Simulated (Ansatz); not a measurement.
CH7ClFNSi2 (`CN([SiH2]F)[SiH2]Cl`). The species carries charge 0 and has multiplicity 1. The geometry is a stationary point of PBE0-D4/def2-TZVP. It is one conformer, not always the lowest.

```xyz
13

C     0.170    0.276    1.485
N     0.005    0.039    0.046
Si   -0.711    1.259   -0.917
F     0.317    2.441   -1.245
Si    0.595   -1.448   -0.577
Cl   -0.524   -3.029    0.124
H    -0.182   -0.582    2.064
H    -0.415    1.144    1.799
H     1.216    0.464    1.744
H    -1.815    1.891   -0.160
H    -1.127    0.666   -2.205
H     0.494   -1.418   -2.051
H     1.975   -1.703   -0.106
```

Task: What is the dipole moment at B3LYP/def2-TZVPP? (Best estimate.)

Result: Ansatz gave: 0.94 D, with components (0.03, 0.24, 0.91) D in this frame, pointing from negative to positive charge.

Task: And with PBE, r2SCAN, ωB97M-V? (Estimate.)

Result: Computed: PBE 0.98 D, r2SCAN 0.99 D, ωB97M-V 0.95 D.

Task: Give the Mulliken charges with B3LYP, ωB97M-V, PBE in def2-TZVPP. (Estimate.)

Result: The calculation gave: 
```
atom  B3LYP  ωB97M-V    PBE
  C1  -0.22    -0.27  -0.22
  N2  -0.25    -0.29  -0.16
 Si3   0.57     0.49   0.48
  F4  -0.33    -0.31  -0.28
 Si5   0.46     0.36   0.37
 Cl6  -0.26    -0.22  -0.23
  H7   0.11     0.13   0.10
  H8   0.09     0.11   0.09
  H9   0.12     0.14   0.11
 H10  -0.09    -0.05  -0.08
 H11  -0.08    -0.04  -0.07
 H12  -0.05    -0.01  -0.05
 H13  -0.07    -0.02  -0.06
```

B3LYP here is the variant with VWN-RPA as its local correlation; programs differ in this.
